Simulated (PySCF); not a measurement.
Vertical excitations of a molecule CH6GeO2Si from TDA-PBE/def2-SVPD (PySCF), as energy in eV (oscillator strength): 5.40 (0.000), 5.86 (0.006), 5.90 (0.006), 6.55 (0.030), 6.82 (0.071), 6.88 (0.029), 6.92 (0.016), 6.97 (0.000), 7.03 (0.000), 7.12 (0.004). Lowest triplet (TDA): 5.21 eV. Geometry optimised at PBE0-D3(BJ)/def2-SVP. The values are those of a single conformer.

### Question
Which molecule gave these data?
A) O=CO[SiH2][GeH3]
B) [CH3][GeH]1[O][SiH2][O]1
C) O=[CH][GeH2][SiH2]O
D) O=[CH][GeH2][O][SiH3]

### Answer
B, [CH3][GeH]1[O][SiH2][O]1
